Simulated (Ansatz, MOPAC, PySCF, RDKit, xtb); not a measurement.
Dimer: C2H4 (SMILES C=C) (first 6 atoms) with C3H8 (SMILES CCC); geometry from B3LYP-D3(BJ)/def2-TZVP, rigid monomers moved along the line of their centres of mass till C1···H13 is 3.40 Å.
(charge 0, multiplicity 1):
| atom | x (Å) | y (Å) | z (Å) |
|---|---|---|---|
| C | 0.6473 | -0.3392 | 0.2789 |
| C | -0.5402 | 0.2366 | 0.1678 |
| H | 1.4945 | 0.1819 | 0.7076 |
| H | 0.8201 | -1.3562 | -0.0516 |
| H | -1.3892 | -0.2846 | -0.2576 |
| H | -0.7131 | 1.2534 | 0.4994 |
| C | -1.1988 | -0.5028 | 4.4084 |
| C | 0.3257 | -0.4503 | 4.4324 |
| C | 0.8667 | 0.9732 | 4.3333 |
| H | -1.5663 | -1.5272 | 4.4946 |
| H | -1.6252 | 0.0758 | 5.2319 |
| H | -1.5852 | -0.0880 | 3.4746 |
| H | 0.7190 | -1.0461 | 3.6044 |
| H | 0.6947 | -0.9172 | 5.3506 |
| H | 1.9584 | 0.9905 | 4.3410 |
| H | 0.5308 | 1.4537 | 3.4115 |
| H | 0.5179 | 1.5851 | 5.1690 |

```tsv
level	interaction energy (kJ/mol)	cost
MMFF94	-3.4	-
UFF	-6.0	-
PM6	-0.4	-
GFN1-xTB	-4.1	-
HF/3-21G (no counterpoise)	-2.1	-
HF/6-31G* (no counterpoise)	-1.1	-
HF/aug-cc-pVDZ	1.5	-
PBE/def2-TZVPPD	-1.6	×1
PBE-D4/def2-TZVPPD	-5.7	×1
B3LYP/3-21G (no counterpoise)	-2.3	-
B3LYP/6-31G*	1.4	-
B3LYP/6-31G* (no counterpoise)	-1.5	-
B3LYP/def2-TZVPPD	1.2	×1
B3LYP-D3(BJ)/def2-TZVPPD	-4.7	×1
B3LYP-D4/def2-TZVPPD	-4.3	×1
PBE0/def2-TZVPPD	-1.2	×1
PBE0-D4/def2-TZVPPD	-5.2	×1
M06-2X/6-31G* (no counterpoise)	-5.5	-
wB97X-V/def2-TZVPPD	-4.8	×2
MP2/6-31G* (no counterpoise)	-4.8	-
```

The rows run from -6.0 (UFF) to 1.5 kJ/mol (HF/aug-cc-pVDZ). The dispersion term adds -4.1 in PBE-D4, -5.9 in B3LYP-D3(BJ), -5.5 in B3LYP-D4. The 4 functionals in def2-TZVPPD without D3 or D4 span 6.0, from wB97X-V to B3LYP.

Monomers are frozen at their geometry in the pair; levels with a basis set take the counterpoise correction. Rows marked so take none. RDKit's UFF carries no charges.

Rows in 3-21G, 6-31G* carry no dispersion term and start afresh at each structure (6-31G* with six Cartesian d functions). MP2/6-31G* freezes PySCF's default core. The state reached by PM6 isn't checked.

Programs: Ansatz (Gaussian orbitals); MOPAC for PM6 (differences of heats of formation); PySCF for 3-21G rows, 6-31G* rows, the dispersion terms; RDKit for the force fields; xtb for the GFN methods. 

Costs are rough ratios of core time to PBE/def2-TZVPPD (about 27 s over the structures, on one shared machine); a dash marks a level with no comparable run of its own.

Ansatz is a first-principles code.
